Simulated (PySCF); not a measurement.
BrFSe, SMILES F[Se]Br (PBE0/def2-SVP optimised geometry):

```
3

Se    -0.678    -1.132     0.000
F      1.080    -1.132     0.000
Br    -1.080     1.132     0.000
```

Calculation: PBE0/def2-TZVP in PySCF.

Task: What are the frontier orbital energies and the dipole moment?

Result: HOMO-2 -9.72 eV, HOMO-1 -9.34 eV, HOMO -7.02 eV, LUMO -2.65 eV, LUMO+1 -2.24 eV; dipole moment 1.47 D.

On the same geometry PBE/def2-TZVP (PySCF) gives HOMO-2 -8.24 eV, HOMO-1 -8.04 eV, HOMO -5.71 eV, LUMO -3.49 eV, LUMO+1 -3.21 eV; dipole moment 1.33 D.

Meta-Löwdin charges at PBE0/def2-TZVP: Se1 0.54, F2 -0.44, Br3 -0.10.
